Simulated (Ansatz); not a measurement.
Input file for Ansatz (an electronic-structure program): R-PBE0/def2-TZVPPD on C2H5ClO (a complex). Files ending in .json are basis or fitting sets from the Basis Set Exchange.

Ansatz 0.2 input:
```yaml
crystal:
  periodic: [false, false, false]
  atoms:
    - {symbol: C, position_ang: [0.97991207, 0.48506851, -0.20187749]}
    - {symbol: Cl, position_ang: [1.16564603, -1.25024077, 0.23434280]}
    - {symbol: H, position_ang: [0.16697988, 0.56429505, -0.91666942]}
    - {symbol: H, position_ang: [0.75548025, 1.03590559, 0.70651581]}
    - {symbol: H, position_ang: [1.91430297, 0.82080869, -0.64034747]}
    - {symbol: C, position_ang: [0.58567361, -0.39534872, 3.23157919]}
    - {symbol: O, position_ang: [0.43411272, 0.78530661, 3.06393987]}
    - {symbol: H, position_ang: [-0.25737959, -1.10806007, 3.17945225]}
    - {symbol: H, position_ang: [1.57543086, -0.83374802, 3.45428931]}
basis:
  gaussian:
    orbitals: def2-TZVPPD.json
hamiltonian:
  xc: {name: PBE0}
scf: {lower_state_search: off}
```

Task: Give the final energy of this run.

Result: -614.3608 hartree.
